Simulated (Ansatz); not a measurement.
hydrogen selenide (H₂Se), singlet, at a GFN2-xTB geometry, with bond 2-1 at 1.8 times its length; CASSCF(2,4)/6-31G (Ansatz, a program for electronic structure).

Ansatz was given this input:
Ansatz 0.2 input:
```yaml
crystal:
  periodic: [false, false, false]
  atoms:
    - {symbol: Se, position_ang: [-0.00123714, 0.05577584, 0.00058697]}
    - {symbol: H, position_ang: [-1.81182389, -1.79246558, -0.01317826]}
    - {symbol: H, position_ang: [1.04918136, -0.92535370, -0.01289676]}
basis:
  gaussian:
    orbitals: 6-31G
hamiltonian:
  xc: hf
magnetization: {spin_polarized: false}
correlation: {active_space: {window: {electrons: 2, orbitals: 4}}}
```

It wrote (shortened):

```
Functional definition: HF
319 factors; integrals over basis functions are off by at most 7.1e-4 eV
mean field evaluation 1: about -65319.3025 eV, gradient 1.3e1 eV
mean field evaluation 2: about -65319.3177 eV, gradient 1.3e1 eV
mean field evaluation 4: about -65320.6022 eV, gradient 1.9e0 eV
mean field evaluation 8: about -65320.6195 eV, gradient 1.1e-1 eV
mean field -65320.61962856 eV, -2400.4884954435 hartree, gradient 1.0e-6 eV, S^2 0.000000; 0 other end points of the search recorded, 0 dependent functions left out
reference -65320.61962856 eV, -2400.4884954435 hartree; 18, 18 occupied and 15, 15 virtual orbitals, 319 factors
state -65322.60726770 eV, -2400.5615398344 hartree
Total energy: -65322.60726770 eV, -2400.5615398344 hartree
```
